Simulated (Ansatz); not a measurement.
C3H3ClF2, SMILES F[C@@H]1[C@H](F)[C@H]1Cl.

Coordinates come from a PBE0-D3(BJ)/def2-SVP optimisation. The structure was generated by enumeration; whether it is a known compound was not checked.

Two levels are set side by side: PBE/def2-SVPD (Ansatz, a quantum-chemistry and plane-wave program) and CAM-B3LYP/def2-SVPD (Ansatz). Energy differences of separate SCF runs at the same geometry; the states with an electron removed or added have multiplicity 2 and 2. Differences are taken from unrounded values.

```tsv
quantity	CAM-B3LYP
vertical ionisation energy (eV)	10.85
vertical singlet–triplet gap (eV)	6.21
```

**Question.** What does PBE give, and how far is it from CAM-B3LYP? (An estimate is asked for; the answer gives what the named calculation found.)

**Answer.** 
```csv
quantity,PBE,PBE minus CAM-B3LYP
vertical ionisation energy (eV),10.15,-0.70
vertical singlet–triplet gap (eV),5.36,-0.85
```
